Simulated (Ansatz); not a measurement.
`C[O][SbH][SiH3]` and `[OH][SbH][SiH3]` differ in one atom or group.

Ansatz, PBE0-D4/def2-TZVP geometries, multiplicity 1. Each molecule was computed in one conformer, which needn't be the lowest.

Elements past krypton have def2 core potentials.

```json
{"property": "zero-point energy (PBE0-D4/def2-TZVP) / kJ/mol", "`C[O][SbH][SiH3]`": "190.9"}
{"property": "size of the dipole moment (B3LYP/def2-TZVPP) / D", "`C[O][SbH][SiH3]`": "1.15"}
{"property": "HOMO–LUMO gap (ωB97M-V/def2-TZVPP) / eV", "`C[O][SbH][SiH3]`": "9.37"}
{"property": "HOMO energy (ωB97M-V/def2-TZVPP) / eV", "`C[O][SbH][SiH3]`": "-8.89"}
{"property": "LUMO energy (ωB97M-V/def2-TZVPP) / eV", "`C[O][SbH][SiH3]`": "0.47"}
{"property": "LUMO energy (PBE/def2-TZVPP) / eV", "`C[O][SbH][SiH3]`": "-2.08"}
```

Problem. Give the same properties after the change, and the shifts. (Best estimate.)

Solution. Ansatz gave: 
```
                                        property  `[OH][SbH][SiH3]`  shift
  zero-point energy (PBE0-D4/def2-TZVP) / kJ/mol              117.2  -73.7
size of the dipole moment (B3LYP/def2-TZVPP) / D               1.68   0.53
         HOMO–LUMO gap (ωB97M-V/def2-TZVPP) / eV               9.42   0.05
           HOMO energy (ωB97M-V/def2-TZVPP) / eV              -9.04  -0.15
           LUMO energy (ωB97M-V/def2-TZVPP) / eV               0.38  -0.09
               LUMO energy (PBE/def2-TZVPP) / eV              -2.12  -0.04
```

With PBE0 the HOMO falls by 0.20 eV and the LUMO falls by 0.06 eV, so the gap widens by about 0.14 eV. PBE moves the HOMO by -0.35 eV and ωB97M-V by -0.15 eV. The zero-point energy changes by -73.7 kJ/mol with -9 modes. Dipoles are sizes alone; their direction can turn.

B3LYP here is the variant with VWN-RPA as its local correlation; programs differ in this.

Spin–orbit coupling is left out; it splits and shifts lone-pair levels of the heavy atoms by tenths of an eV.
